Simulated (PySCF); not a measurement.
Spectrum to structure. Level of theory: TDDFT CAM-B3LYP/def2-SVPD, vertical, gas phase, core orbitals frozen in the response (PySCF 2.14.0, density-fitted response routines). Geometries: PBE0-D3(BJ)/def2-SVP, one conformer each.

| state | λ (nm) | f |
| --- | --- | --- |
| S1 | 197.1 | 0.023 |
| S2 | 192.7 | 0.042 |
| S3 | 187.1 | 0.030 |
| S4 | 185.9 | 0.127 |
| S5 | 181.8 | 0.065 |
| S6 | 179.4 | 0.121 |
| S7 | 174.4 | 0.022 |
| S8 | 173.9 | 0.024 |
| S9 | 172.1 | 0.040 |
| S10 | 168.9 | 0.066 |

Triplets computed (Tamm–Dancoff): 4.18, 5.57, 5.66, 6.00 eV.

Orbital energies (eV): HOMO-3 -10.46, HOMO-2 -9.30, HOMO-1 -8.76, HOMO -8.47, LUMO 0.73, LUMO+1 0.91, LUMO+2 1.07.

**Question.** Which candidate is it? All have the formula C3H11PSi2.
A. `C[SiH2]/C=C\[SiH2]P`
B. `P[SiH2][SiH2]CC=C`
C. `C[SiH2]/C=C/[SiH2]P`

**Answer.** B. Its S1, at 6.29 eV, is the highest among the candidates; the nearest of the others has S1 at 5.78 eV. S1 is HOMO-1→LUMO (39%), HOMO→LUMO (27%), HOMO-1→LUMO+1 (10%). Löwdin shares by element: HOMO carbon 70%, silicon 7% or more (atoms not listed hold the other 23%); LUMO silicon 34%, phosphorus 16%, hydrogen 8% or more (atoms not listed hold the other 42%). At the same level the other candidates give, for their lowest levels:
- `C[SiH2]/C=C\[SiH2]P`: 219 nm (f 0.030); 210 nm (f 0.124); 195 nm (f 0.207); 191 nm (f 0.024); 184 nm (f 0.045); T1 3.86 eV; HOMO -8.62, LUMO -0.06 eV
- `C[SiH2]/C=C/[SiH2]P`: 214 nm (f 0.003); 195 nm (f 0.046); 190 nm (f 0.114); 189 nm (f 0.278); 184 nm (f 0.150); T1 4.03 eV; HOMO -8.75, LUMO 0.17 eV

Conformer computed: `[CH2:1]=[CH:2][CH2:3][SiH2:4][SiH2:5][PH2:6]`: C1–C2–C3–Si4 103°, C2–C3–Si4–Si5 -59°, C3–Si4–Si5–P6 -46°, H–P6–Si5–Si4 -166°, H–P6–Si5–Si4 -72°.
